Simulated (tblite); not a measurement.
Species: C6H9O2P.
Structure used (GFN2-xTB), in Å, numbered top down from 1:
```xyz
18
C6H9O2P angstrom
O     -1.924    0.318   -1.985
P     -0.924    0.055   -0.940
C     -1.766   -0.682    0.551
O     -2.885    0.103    0.832
C      0.423   -1.061   -1.379
C      1.626   -0.925   -0.840
C      1.983    0.100    0.191
C      1.225    1.388    0.093
C     -0.019    1.498   -0.350
H     -2.046   -1.721    0.310
H     -1.124   -0.679    1.433
H     -3.324    0.293   -0.011
H      0.212   -1.791   -2.149
H      2.433   -1.582   -1.137
H      3.054    0.307    0.136
H      1.803   -0.331    1.184
H      1.766    2.267    0.419
H     -0.523    2.451   -0.436
```

All values are computed: GFN2-xTB (tblite) harmonic vibrations without scaling, gas phase. The method is semi-empirical: single wavenumbers can be off by several per cent or more. One conformer, not necessarily the lowest.

Harmonic wavenumbers (cm⁻¹): 50.9, 69.8, 124.4, 178.6, 220.9, 287.1, 321.4, 349.9, 408.8, 429.6, 441.6, 488.5, 625.9, 692.0, 705.0, 725.4, 792.4, 815.7, 841.8, 902.5, 906.1, 909.7, 954.8, 1030.5, 1074.7, 1109.8, 1128.7, 1144.0, 1166.4, 1226.0, 1257.6, 1292.0, 1314.2, 1320.2, 1332.4, 1431.0, 1436.2, 1660.2, 1689.6, 2826.3, 2906.5, 2979.8, 2985.8, 3041.0, 3043.2, 3058.4, 3060.2, 3443.1.

A = 2335, B = 1103, C = 1022 MHz; mass 144.034 u (most abundant isotopes); point group C1, symmetry number 1.

**Question.** Zero-point energy?

**Answer.** Half the sum of the wavenumbers: 30100 cm⁻¹ = 360.08 kJ/mol.

**Question.** Entropy at 298.15 K, 1 bar (ideal gas, RRHO, classical rotation)?

**Answer.** Translation 170.84, rotation 122.14, vibration 110.94: S = 403.9 J/(mol K).

**Question.** And Cp and H(298.15 K) − H(0)?

**Answer.** Cp = 158.83 J/(mol K), of which vibrations give 125.57 (their classical limit is 48 R = 399.1); H(298.15 K) − H(0) = 27.91 kJ/mol without the zero-point energy, 17.99 from vibrations.

**Question.** How do the functions run with temperature in this model?

**Answer.** 
| T (K) | S (J/(mol K)) | Cp (J/(mol K)) | H − H(0) (kJ/mol) | G − H(0) (kJ/mol) | ln q(vib) |
| --- | --- | --- | --- | --- | --- |
| 100 | 286.8 | 72.2 | 5.13 | -23.55 | 1.46 |
| 200 | 349.8 | 115.0 | 14.47 | -55.50 | 3.73 |
| 300 | 404.9 | 159.6 | 28.20 | -93.27 | 6.13 |
| 500 | 505.3 | 235.3 | 68.16 | -184.49 | 11.07 |
| 800 | 632.3 | 303.6 | 150.02 | -355.83 | 18.31 |
| 1000 | 703.3 | 332.3 | 213.77 | -489.55 | 22.80 |

q(vib) and H(0) count from the zero-point level.

**Question.** Which modes carry the vibrational entropy at 298.15 K?

**Answer.** 50.9 cm⁻¹: 20.01; 69.8 cm⁻¹: 17.40; 124.4 cm⁻¹: 12.68; 178.6 cm⁻¹: 9.80; 220.9 cm⁻¹: 8.17; 287.1 cm⁻¹: 6.24 J/(mol K); the other 42 give 36.64 together.

**Question.** Blend soft modes into free rotors: weight 1/[1 + (100 cm⁻¹/ν̃)⁴] for the oscillator and the rest for a rotor with moment μB/(μ + B), μ = h/(8π²ν), B = 10⁻⁴⁴ kg m². What vibrational entropy results?

**Answer.** 102.40 J/(mol K) in place of 110.94, which changes −T·S at 298.15 K by +2.55 kJ/mol.

Hindered rotation and anharmonicity are outside this model. Other conformers, if any are populated, would add a mixing term that is left out. The structure is chiral; the term R ln 2 for an equal mix with its mirror image is left out.
